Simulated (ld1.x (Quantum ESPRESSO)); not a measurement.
u(r) = r·R(r): atom against pseudo-atom (copper (Cu))

Columns: radius, all-electron u(r) and pseudo u(r) of the 3s shell (level -160.45 eV) of copper in the configuration [Ne] 3s2 3p6 3d8 4s0 4p0; Wu–Cohen, scalar-relativistic, TM scheme, ld1.x (Quantum ESPRESSO) 7.5.

```tsv
r (bohr)	all-electron	pseudo
0.075	-0.0994	0.2204
0.150	-0.7037	0.4339
0.225	-0.4764	0.6338
0.300	0.0969	0.8136
0.375	0.6499	0.9667
0.450	1.0423	1.0868
0.525	1.2580	1.1679
0.600	1.3299	1.2052
0.675	1.3025	1.1970
0.750	1.2143	1.1458
0.825	1.0948	1.0596
0.900	0.9636	0.9497
0.975	0.8332	0.8293
1.050	0.7106	0.7100
1.125	0.5996	0.5995
1.200	0.5015	0.5015
1.275	0.4166	0.4166
1.350	0.3440	0.3440
1.425	0.2825	0.2825
1.500	0.2311	0.2311
1.575	0.1883	0.1883
1.650	0.1529	0.1529
1.725	0.1237	0.1237
1.800	0.1000	0.1000
1.875	0.0805	0.0805
1.950	0.0648	0.0648
```

**Question.** How many radial nodes do the two functions have?

**Answer.** The all-electron 3s function has n − l − 1 = 2 (the table is too coarse to show those close to the nucleus); the pseudo-wave has 0, since the states of the same l below it are removed with the core.

**Question.** At about which radius was the pseudo-wave matched?

**Answer.** 1.20 bohr, where the columns begin to agree (steps of 0.07 bohr).

**Question.** Is the pseudo-wave norm-conserving?

**Answer.** Yes: the TM scheme keeps the norm inside the radius equal to the all-electron one, which fixes the energy derivative of the logarithmic derivative at the level.
